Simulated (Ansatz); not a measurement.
Reactions of `CB(F)CCl`.

Isolated molecules relaxed with PBE0-D4/def2-TZVP in Ansatz; ΔE leaves out vibrations. CCSD(T)/CBS adds triple-zeta CCSD(T) − MP2 to the extrapolated MP2 energy (def2 sets, frozen cores). This one scheme is used for every species. DFT in def2-TZVPP. For Ge outer-core shells are correlated without core-valence functions, which leaves a few kJ/mol of doubt a bond. Scalar relativity is left out up to krypton. Each species was taken in one conformer, which may not be the lowest.

```json
{"reaction": "`CB(F)CCl` + `COCF` → `COC(F)CCl` + `CBF`", "CCSD/CBS(def2) (kJ/mol)": "22", "r2SCAN-D4 (kJ/mol)": "26", "PBE0-D4 (kJ/mol)": "26", "HF/CBS(def2) (kJ/mol)": "21"}
{"reaction": "`CB(F)CCl` + H–F → `CB(F)F` + `CCl`", "CCSD/CBS(def2) (kJ/mol)": "-156", "r2SCAN-D4 (kJ/mol)": "-162", "PBE0-D4 (kJ/mol)": "-154", "HF/CBS(def2) (kJ/mol)": "-183"}
{"reaction": "`CB(F)CCl` + `C#[C][GeH3]` → `C#[C][GeH2][CH2]Cl` + `CBF`", "CCSD/CBS(def2) (kJ/mol)": "22", "r2SCAN-D4 (kJ/mol)": "29", "PBE0-D4 (kJ/mol)": "27", "HF/CBS(def2) (kJ/mol)": "27"}
{"reaction": "`CB(F)CCl` + `[SiH3]S` → `FB(CCl)[SiH2]S` + CH₄", "CCSD/CBS(def2) (kJ/mol)": "28", "r2SCAN-D4 (kJ/mol)": "22", "PBE0-D4 (kJ/mol)": "19", "HF/CBS(def2) (kJ/mol)": "46"}
```

(1) Give the CCSD(T)/CBS values in the same order. (Best estimate.)

Largest T1 diagnostic: 0.013, for `FB(CCl)[SiH2]S`.

Answers

(1) The calculation gave: 22, -153, 21, 24 kJ/mol.
